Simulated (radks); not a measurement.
Question: Species: the aluminium ion Al+. Configuration: [Ne] 3s1 5s1 (not the ground configuration). Method: non-relativistic Kohn-Sham, r2SCAN, spin-polarised, spherical densities, point nucleus; open shells are filled with parallel spins first; meta-GGA in the generalised Kohn-Sham scheme; computed with a radial shooting solver on a logarithmic mesh with Libxc functionals. Some entries of the table are withheld. Estimate them.

| orbital | occ. | eigenvalue (eV) | r(max) (bohr) | <r^2> (bohr^2) |
|---|---|---|---|---|
| 1s up | 1 | -1535.592 | 0.07872 | (1) |
| 1s down | 1 | -1535.445 | 0.07872 | (2) |
| 2s up | 1 | -128.4983 | 0.4967 | (3) |
| 2s down | 1 | -128.3489 | 0.4971 | (4) |
| 2p up | 3 | -88.7178 | 0.4295 | (5) |
| 2p down | 3 | -88.4979 | 0.4297 | (6) |
| 3s up | 1 | -21.5860 | 1.923 | 5.614 |
| 5s up | 1 | -3.2566 | 10.60 | 119.9 |

Answer: 
(1) 1s up <r^2> (bohr^2): 0.01955
(2) 1s down <r^2> (bohr^2): 0.01956
(3) 2s up <r^2> (bohr^2): 0.4664
(4) 2s down <r^2> (bohr^2): 0.4668
(5) 2p up <r^2> (bohr^2): 0.4576
(6) 2p down <r^2> (bohr^2): 0.4540
